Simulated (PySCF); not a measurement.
**Static response to an electric field**

C₄H₆S₂Si.
Structure used (GFN2-xTB), in Å, numbered top down from 1:
```xyz
13
C4H6S2Si angstrom
Si     2.669    0.020   -0.006
S      1.027   -0.809   -1.118
C     -0.417   -0.213   -0.305
C     -1.706   -0.628   -0.737
C     -2.699   -0.076   -0.003
S     -2.096    0.962    1.229
C     -0.473    0.646    0.747
H      2.616    1.473   -0.109
H      2.552   -0.425    1.377
H      3.804   -0.556   -0.702
H     -1.853   -1.305   -1.558
H     -3.758   -0.209   -0.105
H      0.330    1.120    1.274
```

Level: CAM-B3LYP/def2-SVPD (PySCF), static field, nuclei fixed, core orbitals frozen in the response. The polarisability tensor in these axes (au):

```
x   142.83  -5.58  -8.94
y    -5.58  90.18  18.50
z    -8.94  18.50  98.80
```

**Question.** What are the eigenvalues, a third of the trace, and Δα (Δα² = ½Σ(αi − αj)² over the three pairs)?

**Answer.** Principal values 75.48, 110.13 and 146.20 au; mean 110.60 au = 16.39 Å³ = 18.24 × 10⁻⁴⁰ C²·m²/J; Δα = 61.25 au (55 % of the mean).

**Question.** What is the dipole moment, and where does it point?

**Answer.** (0.34, 0.43, 0.63) D, 0.83 D in size, pointing from the negative to the positive side. Measured along this direction, the outermost atoms are H11 at the negative end and H9 at the positive end.

**Question.** Form Σ f/ω² (atomic units) for the 8 lowest TDDFT singlets, given as eV and f, and set it beside the mean polarisability, which is this sum over all singlets: 5.18, 0.0993; 5.41, 0.0080; 5.54, 0.0006; 5.93, 0.0509; 5.95, 0.0022; 6.11, 0.0080; 6.37, 0.0035; 6.52, 0.3432.

**Answer.** They add up to 10.27 au, 9.3 % of the 110.60 au; the largest single term is 5.97 au, from the state at 6.52 eV. Terms in order: 2.74, 0.20, 0.02, 1.07, 0.05, 0.16, 0.06, 5.97 au. Higher excitations give the rest. The strengths listed sum to 0.516.

**Question.** Rayleigh depolarisation ratio (linearly polarised light, static tensor)?

**Answer.** ρ = 3Δα²/(45ᾱ² + 4Δα²) = 11255.7/(550481 + 15007.6) = 0.0199.

**Question.** Orientational against electronic polarisability at 350 K (dilute gas, rigid molecules)?

**Answer.** In Gaussian units μ²/3kT = 4.74 Å³ against 16.39 Å³, a ratio of 0.29; the Debye molar polarisation (4π/3)N_A(α + μ²/3kT) is 53.3 cm³/mol, leaving out the vibrational part.

Isolated species at its GFN2-xTB geometry (one conformer only).
